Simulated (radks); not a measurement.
The numbers below are computed, except where a source is named.
The chlorine ion Cl5+, 12 electrons, occupied as [Ne] 3s2. Code: a radial shooting solver on a logarithmic mesh with Libxc functionals. Model: scalar-relativistic Kohn-Sham, PBE, spin-polarised, spherical densities, finite nucleus; Fermi nuclear charge, rms radius 3.3654 fm.

X-ray form factor f0, the Fourier transform of the density (f0(0) = 12):

| sin(theta)/lambda (1/angstrom) | f0 (electrons) |
|---|---|
| 0.05 | 11.898 |
| 0.1 | 11.606 |
| 0.15 | 11.163 |
| 0.2 | 10.621 |
| 0.25 | 10.032 |
| 0.3 | 9.441 |
| 0.4 | 8.352 |
| 0.5 | 7.422 |
| 0.6 | 6.611 |
| 0.8 | 5.175 |
| 1 | 3.959 |
| 1.25 | 2.841 |
| 1.5 | 2.143 |
| 2 | 1.498 |
